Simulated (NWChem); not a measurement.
System: RbF anion, doublet; SMILES of the neutral closed-shell parent [F][Rb]

```xyz
2

Rb     0.0000     0.0000    -0.4836
F      0.0000     0.0000     1.9880
```
Atoms are numbered in this order, from 1.

Program: NWChem. Spin-unrestricted. Sets without diffuse functions describe the anion's extra electron poorly. Coordinates come from a B3LYP/def2-SVPD, spin-unrestricted optimisation. The spin multiplicity was typed, not searched, and may not be the lowest. No stability test was run on the SCF state. The highest occupied level is positive in some or all of these runs, so the extra electron may be held by the finite basis. def2 effective core potentials on Rb; no spin-orbit coupling. Level B3LYP/def2-SVP: energy and gradient on several grids; changes count from the extra-fine grid, which is no exact limit either.

Task: Which is the coarsest grid (xcoarse; medium; coarse; xfine; fine) from which on the energy stays within 100 μHa and each gradient component within 200 μHa/bohr of xfine?

Result: coarse.
```csv
grid,size of the energy change (μHa),largest change of a gradient component (μHa/bohr)
xcoarse,2000,1000
coarse,30,30
medium,< 10,< 30
fine,< 10,< 30
xfine,< 10,< 30
```
